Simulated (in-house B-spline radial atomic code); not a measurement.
What moves the levels of Ta ([Xe] 4f14 5d3 6s2)? Computed with an all-electron radial atomic-structure program (B-spline basis): Dirac-Hartree-Fock, average of configuration, Fermi nucleus of rms radius 5.3507 fm.

Baseline run (computed): total energy -15616.5782 hartree, 1s1/2 at -2493.077 hartree, 6s1/2 at -6.9118 eV with <r> = 3.531 bohr.

Scaling the speed of light c (a factor of 100 is close to the non-relativistic limit):

| c/c0 | ΔE (hartree) | 6s1/2 level (eV) | 6s1/2 <r> (bohr) |
| --- | --- | --- | --- |
| 0.9 | -233.27 | -7.23995 | 3.423 |
| 0.98 | -39.591 | -6.9654 | 3.512 |
| 1.02 | 36.768 | -6.86287 | 3.548 |
| 1.5 | 483.95 | -6.32223 | 3.76 |
| 100 | 817.18 | -5.9794 | 3.921 |

Changing the nucleus:

| nucleus | ΔE (eV) |
| --- | --- |
| Gaussian nucleus of rms radius 5.3507 fm | -0.427 |
| uniform spherical nucleus of rms radius 5.3507 fm | 0.107 |
| Gaussian nucleus of rms radius 0.01 fm | -62.3 |
| Fermi nucleus of rms radius 5.2437 fm | -2.08 |
| Fermi nucleus of rms radius 5.4577 fm | 2.11 |

A larger nucleus binds the electrons less, roughly as the density at the nucleus times the change of the nuclear <r²>. At equal rms radius the shape enters only through higher moments. A radius of 0.01 fm is nearly a point.

(1) The nuclear charge is raised by 0.1. What does the Hellmann-Feynman theorem predict for the energy, and what is found?

## Answers

(1) dE/dZ ≈ -Σ<1/r>, which is -533.626 at the start and -534.764 at the end; their mean times 0.1 is -53.419 hartree, and the two runs differ by -53.417 hartree.
